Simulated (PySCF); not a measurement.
C₄H₆ClF. Atoms are numbered in the order given.

```xyz
12

C      2.0767    -0.8393    -0.3900
C      0.6994    -0.5442     0.1325
F      0.7295    -0.1162     1.4308
C     -0.5135    -1.3424    -0.2523
C     -0.3528     0.0794    -0.7425
Cl    -1.3844     1.3572    -0.0927
H      2.0365    -1.1539    -1.4429
H      2.7119     0.0570    -0.3152
H      2.5414    -1.6476     0.1964
H     -1.2466    -1.4934     0.5439
H     -0.4219    -2.1598    -0.9736
H     -0.1108     0.2503    -1.7947
```
Charge 0, spin multiplicity 1.

The structure is a stationary point at B3LYP-D3(BJ)/def2-SVP. The structure was generated by enumeration; whether it is a known compound was not checked.

Calculation: HF/pcSseg-1 in PySCF.

GIAO shieldings, no solvent; atoms listed in one row are averaged. δ = σ(ref) − σ: ¹³C against TMS (σ = 192.6 ppm); ¹⁹F against CFCl3 (σ = 238.5 ppm); ³⁵Cl against HCl (σ = 958.2 ppm); ¹H against TMS (σ = 31.99 ppm), references at their B3LYP-D3(BJ)/def2-TZVP geometries, non-relativistic (without spin–orbit terms, shifts of atoms bonded to Cl or Br come out too high).

Question: Estimate the chemical shifts. (The exact figures need the calculation; the answer reports its results.)

Answer: 
```json
[
 {"nucleus": "¹³C", "atoms": "C2", "count": "1", "δ (ppm)": "65.9"},
 {"nucleus": "¹³C", "atoms": "C5", "count": "1", "δ (ppm)": "36.0"},
 {"nucleus": "¹³C", "atoms": "C1", "count": "1", "δ (ppm)": "22.9"},
 {"nucleus": "¹³C", "atoms": "C4", "count": "1", "δ (ppm)": "20.5"},
 {"nucleus": "¹⁹F", "atoms": "F3", "count": "1", "δ (ppm)": "-177.7"},
 {"nucleus": "³⁵Cl", "atoms": "Cl6", "count": "1", "δ (ppm)": "47.1"},
 {"nucleus": "¹H", "atoms": "H12", "count": "1", "δ (ppm)": "2.55"},
 {"nucleus": "¹H", "atoms": "H7, H8, H9", "count": "3", "δ (ppm)": "1.85"},
 {"nucleus": "¹H", "atoms": "H10", "count": "1", "δ (ppm)": "1.52"},
 {"nucleus": "¹H", "atoms": "H11", "count": "1", "δ (ppm)": "1.16"}
]
```
